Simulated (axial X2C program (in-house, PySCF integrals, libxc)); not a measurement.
F or C: which binds elements of chip processing more strongly?

All values come from calculations with an in-house all-electron X2C program for linear molecules (integrals from PySCF), spin-free (one-electron X2C) or two-component (2c: spin–orbit coupling with atomic mean-field Coulomb and Gaunt terms, which also bring small scalar terms), in Dyall basis sets with cores contracted in-house; open shells are unrestricted.

Level CCSD(T), spin-free. Dyall triple-zeta sets: AlF v3z/av3z; AlC v3z/v3z; PF v3z/av3z; PC v3z/v3z; GaF cv3z/av3z; GaC cv3z/v3z; GeF cv3z/av3z; GeC cv3z/v3z; AsF cv3z/av3z; AsC cv3z/v3z. Frozen shells (counts by l): AlF Al 2s1p, F 1s, 10 electrons correlated; AlC Al 2s1p, C 1s, 7 electrons correlated; PF P 2s1p, F 1s, 12 electrons correlated; PC P 2s1p, C 1s, 9 electrons correlated; GaF Ga 3s2p1d, F 1s, 10 electrons correlated; GaC Ga 3s2p1d, C 1s, 7 electrons correlated; GeF Ge 3s2p1d, F 1s, 11 electrons correlated; GeC Ge 3s2p1d, C 1s, 8 electrons correlated; AsF As 3s2p1d, F 1s, 12 electrons correlated; AsC As 3s2p1d, C 1s, 9 electrons correlated. Coupled cluster in natural virtuals with an MP2 remainder. Where the outer core of a metal is frozen, bonds come out longer and ionisation energies lower.

Diatomic bonds are a first guide to the radicals met in plasma etching, cleaning and deposition, though surfaces and higher halides or oxides behave in their own way.

```json
{"element M": "Al", "state of MF": "M_S = 0, Λ = 0", "Re MF (Å)": "1.677", "D0 MF (eV)": "6.82", "state of MC": "M_S = 3/2, Λ = 0", "Re MC (Å)": "1.978", "D0 MC (eV)": "3.24"}
{"element M": "P", "state of MF": "M_S = 1, Λ = 0", "Re MF (Å)": "1.614", "D0 MF (eV)": "4.36", "state of MC": "M_S = 1/2, Λ = 0", "Re MC (Å)": "1.561", "D0 MC (eV)": "4.78"}
{"element M": "Ga", "state of MF": "M_S = 0, Λ = 0", "Re MF (Å)": "1.791", "D0 MF (eV)": "6.04", "state of MC": "M_S = 3/2, Λ = 0", "Re MC (Å)": "2.023", "D0 MC (eV)": "2.97"}
{"element M": "Ge", "state of MF": "M_S = 1/2, Λ = 1", "Re MF (Å)": "1.758", "D0 MF (eV)": "5.19", "state of MC": "M_S = 1, Λ = 1", "Re MC (Å)": "1.804", "D0 MC (eV)": "3.46"}
{"element M": "As", "state of MF": "M_S = 1, Λ = 0", "Re MF (Å)": "1.749", "D0 MF (eV)": "4.00", "state of MC": "M_S = 1/2, Λ = 0", "Re MC (Å)": "1.671", "D0 MC (eV)": "3.91"}
```

Question: Work out the energy at 0 K of MF + C → MC + F for each element.

Answer: ΔE = D0(MF) − D0(MC) at CCSD(T), spin-free: Al 3.58, P -0.42, Ga 3.07, Ge 1.73, As 0.09 eV (negative: the exchange gives off energy).

Question: For which element is the exchange to C most and for which least favourable, and what is the energy of PF + AlC → PC + AlF?

Answer: P most (-0.42 eV), Al least (3.58 eV). The atoms cancel in the double exchange: ΔE = -0.42 − (3.58) = -4.00 eV, a figure less sensitive to errors in the atoms than D0 itself.

Each entry is the lowest single determinant of a limited PBE0 search at one distance. D0 = De minus the zero-point energy; De goes to single-determinant-based atoms at the same level (for ions the charge split of lowest energy) and is withheld (n/a) where an atom does not fit its ground term or J level. Main or longest-lived isotopes. One determinant is a doubtful description, or other states lie close, for PC, GeC, AsF, AsC; these need not be ground states, and all values refer to the states named. These D0 were not checked against measured values; triple-zeta sets, frozen cores and single determinants leave errors of some tenths of an eV, more for transition metals.
